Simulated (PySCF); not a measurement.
# What a mistake does to a calculation on BGeH5OSi

These are calculations, not measurements. They come from PySCF 2.14.0, an open-source quantum chemistry program, on an isolated molecule that a program drew, which may never have been made. The molecule is BGeH5OSi (charge 0, singlet), drawn as the SMILES string `[O]=[GeH][BH][SiH3]`.

Each row is a Hartree-Fock (HF) and frozen-core CCSD(T) single point in the cc-pV(D+d)Z basis, meant for a local HF minimum. Run 1 is clean. Each other run has one planted mistake out of seven kinds, and not every kind appears here: one electron removed, one electron added, multiplicity raised by two, geometry at a saddle point, minimal basis STO-3G, one bond length entered in bohr, all coordinates scaled. The reference is restricted for singlets and unrestricted otherwise, and also for a bond in bohr. Adding or removing an electron swaps singlet and doublet. Electrons count all cores. HOMO and LUMO are orbital energies over both spins, the gradient is its largest component, and the lowest frequency (negative if imaginary) is given only where the gradient is small. Bond lengths are over the 8 bonds as drawn. T1 is the CCSD diagnostic: over 0.02 (restricted) or 0.045 (unrestricted) a single reference is doubtful. Germanium has the cc-pVDZ-PP basis, with a core potential (ECP10MDF) in place of its 10 inner electrons, and its 3s, 3p and 3d shells are frozen in CCSD(T).

Geometry of the clean run:
```xyz
9
BGeH5OSi, angstrom
O     0.1911    1.4757    2.6840
Ge    0.8204    1.7283    1.2083
B    -0.1746    1.3204   -0.5672
Si   -0.2452   -0.4967   -1.4979
H     2.2460    2.2879    1.0423
H    -0.7736    2.2352   -1.0588
H     0.7053   -1.4754   -0.9214
H     0.0654   -0.3187   -2.9370
H    -1.6269   -1.0144   -1.3522
```

```
run,electrons,basis functions,<S^2>,HOMO (eV),LUMO (eV),gradient (hartree/bohr),lowest frequency (cm^-1),mean bond (Å),longest bond (Å),T1,HF (hartree),CCSD(T) (hartree),mistake
1,64,99,0.000,-10.46,0.22,3.3e-05,35,1.6161,2.076,0.0253,-684.68365,-685.21411,no fault
2,64,99,0.000,-10.31,0.11,8.7e-02,-,1.7486,2.246,0.0323,-684.63547,-685.18473,all coordinates scaled
3,65,99,0.764,-2.13,6.35,4.0e-02,-,1.6161,2.076,0.0228,-684.71608,-685.26067,one electron added
4,64,99,0.848,-9.49,-0.16,1.0e-02,-,1.7810,2.802,0.0454,-684.57574,-685.09564,one bond length entered in bohr
5,63,99,0.764,-16.41,-5.24,1.0e-01,-,1.6161,2.076,0.0378,-684.41079,-684.88107,?
```

**Which mistake was planted in run 5, and what did it cost?**

It counts 63 electrons, one fewer than the clean run, at the same geometry and basis. So the mistake is: one electron removed. Subtracting run 1 and multiplying by 627.51 kcal/mol a hartree, the energy moved by 171.2 kcal/mol in HF and 209.0 kcal/mol in CCSD(T).

Cautions from the logs. Run 1: T1 is over the limit, so its CCSD(T) energy is less reliable; run 2: T1 is over the limit, so its CCSD(T) energy is less reliable; run 4: T1 is over the limit, so its CCSD(T) energy is less reliable.
